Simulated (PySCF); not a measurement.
PySCF 2.14 output of an unrestricted r2SCAN calculation on a single atom or ion in x2c-TZVPPall with one added diffuse shell each of s, p, d, f type (7s6p5d3f1g, 80 functions), with the spin-free X2C one-electron Hamiltonian (Gaussian nucleus):

```
SCF conv_tol = 1e-09
number electrons alpha = 11  beta = 9
    J. W. Furness, A. D. Kaplan, J. Ning, J. P. Perdew, and J. Sun.,  J. Phys. Chem. Lett. 11, 8208-8215 (2020)
    J. W. Furness, A. D. Kaplan, J. Ning, J. P. Perdew, and J. Sun.,  J. Phys. Chem. Lett. 11, 9248-9248 (2020)
    J. W. Furness, A. D. Kaplan, J. Ning, J. P. Perdew, and J. Sun.,  J. Phys. Chem. Lett. 11, 8208-8215 (2020)
    J. W. Furness, A. D. Kaplan, J. Ning, J. P. Perdew, and J. Sun.,  J. Phys. Chem. Lett. 11, 9248-9248 (2020)
cycle= 1 E= -763.509383522742  delta_E= -0.00222  |g|= 0.00591  |ddm|= 0.875
cycle= 2 E= -763.509406150401  delta_E= -2.26e-05  |g|= 0.00179  |ddm|= 0.186
cycle= 3 E= -763.509407587551  delta_E= -1.44e-06  |g|= 0.000296  |ddm|= 0.0322
cycle= 4 E= -763.509407669454  delta_E= -8.19e-08  |g|= 2.64e-05  |ddm|= 0.0116
cycle= 5 E= -763.509407672783  delta_E= -3.33e-09  |g|= 1.1e-06  |ddm|= 0.00327
cycle= 6 E= -763.509407672784  delta_E= -1.14e-12  |g|= 4.18e-08  |ddm|= 7.44e-05
converged SCF energy = -763.509407672784  <S^2> = 2.0002796  2S+1 = 3.0001864
```

The run itself started from symmetry-adapted Hartree-Fock orbitals and held the occupation by maximum overlap, on a logarithmic radial grid, so the iterations belong to that start.

Which element, charge and spin multiplicity is this?

Sc⁺ (scandium, charge +1), multiplicity 3; the state was [Ar] 4s1 5s1, high-spin 3S determinant (an excited configuration).

The outer electron is Rydberg-like, and this basis confines it to a smaller radius and binds it less than a complete one would.
